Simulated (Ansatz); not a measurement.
C2H8SSi2 (`S[SiH]1C[SiH2]C1`), relaxed with RKS PBE-D4/def2-SVP in Ansatz from a rough embedded geometry. The force threshold is 0.03 eV/Å; the program also tests the step.

The species carries charge 0 and has multiplicity 1.

Start:

```xyz
13

S     1.701   -1.713    1.359
Si    0.251   -0.971    0.092
C    -0.843    0.341    0.948
Si   -0.723    1.216   -0.820
C     0.929    0.398   -1.049
H     0.934   -2.476    2.176
H    -0.489   -2.064   -0.625
H    -1.816   -0.024    1.172
H    -0.378    0.825    1.739
H    -0.667    2.688   -0.622
H    -1.810    0.772   -1.694
H     1.773    0.915   -0.653
H     1.137    0.094   -2.023
```

Task: How much energy does the relaxation release, and in how many steps? (Best estimate.)

Result: The calculation gave: 0.71 eV, in 10 steps, 2 of them rejected.

Task: Which bonds change most? (Best estimate.)

Result: The calculation gave: S1–Si2 from 2.064 to 2.169 Å; C3–H9 from 1.037 to 1.111 Å; C5–H13 from 1.041 to 1.107 Å.

Task: Give the relaxed structure. (An estimate is asked.)

Result: The calculation gave: 
```xyz
13

S     1.892   -1.611    1.459
Si    0.274   -0.975    0.162
C    -1.003    0.266    0.860
Si   -0.700    1.312   -0.720
C     0.877    0.295   -1.125
H     1.124   -2.484    2.171
H    -0.400   -2.170   -0.458
H    -2.026   -0.093    1.080
H    -0.605    0.782    1.760
H    -0.488    2.787   -0.501
H    -1.781    1.118   -1.750
H     1.791    0.822   -0.775
H     1.047   -0.049   -2.163
```
